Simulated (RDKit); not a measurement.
Input file for RDKit: MMFF94 on 1,1-difluoroethane (SMILES CC(F)F), a point of a torsion scan.

```python
from rdkit import Chem
from rdkit.Chem import AllChem, rdDetermineBonds

blocks = [
'''8

C    -0.79238220   -0.12528936   -0.00435305
C     0.71844216    0.05135766    0.04209684
F     1.18633234    0.57241136   -1.12038596
F     1.07844944    0.93237212    1.00975793
H    -1.16405686    0.20932315   -0.96942872
H    -1.06882740   -1.16399941    0.14348765
H    -1.24939546    0.48074336    0.77362808
H     1.27742052   -0.87856885    0.22782202
''',
]
mol = None
for b in blocks:
    f = Chem.MolFromXYZBlock(b)
    rdDetermineBonds.DetermineBonds(f, charge=0)
    mol = f if mol is None else Chem.CombineMols(mol, f)
Chem.SanitizeMol(mol)
print(Chem.MolToSmiles(Chem.RemoveHs(mol)))
ff = AllChem.MMFFGetMoleculeForceField(mol, AllChem.MMFFGetMoleculeProperties(mol), nonBondedThresh=100.0, ignoreInterfragInteractions=False)
e = ff.CalcEnergy()
print(f'MMFF94 energy {e:.6f} kcal/mol')
```

The log:

```
CC(F)F
MMFF94 energy 3.902497 kcal/mol
```

The run finished.

Cost: roughly 0.05 core-seconds.
